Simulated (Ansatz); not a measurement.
Results of the Gaussian-basis code of Ansatz.

A structure relaxed at PBE0-D4/def2-TZVP, charge 0, multiplicity 1:

```xyz
13

C    -1.701    0.972    0.897
O    -1.885   -0.414    0.718
In   -0.478   -1.514   -0.094
O    -0.608   -3.442   -0.420
O     1.223   -0.655   -0.636
Si    1.898    0.826   -0.628
H    -0.831    1.210    1.522
H    -2.590    1.362    1.402
H    -1.592    1.510   -0.053
H     0.200   -3.773   -0.822
H     1.077    1.807   -1.398
H     3.249    0.754   -1.246
H     2.039    1.357    0.759
```

Question: Give its formula and SMILES.

Answer: CH7InO3Si, `C[O][In]([OH])[O][SiH3]`.

Question: Point group (tolerance 0.08 Å, 0.16 Å for H)?

Answer: Cs.

Question: Summarise the bond lengths by kind.

Answer: 1 × C–O 1.410 Å; 3 × C–H 1.094 to 1.097 Å; 3 × In–O 1.959 to 1.981 Å; 1 × H–O 0.962 Å; 1 × O–Si 1.627 Å; 3 × H–Si 1.487 to 1.492 Å.
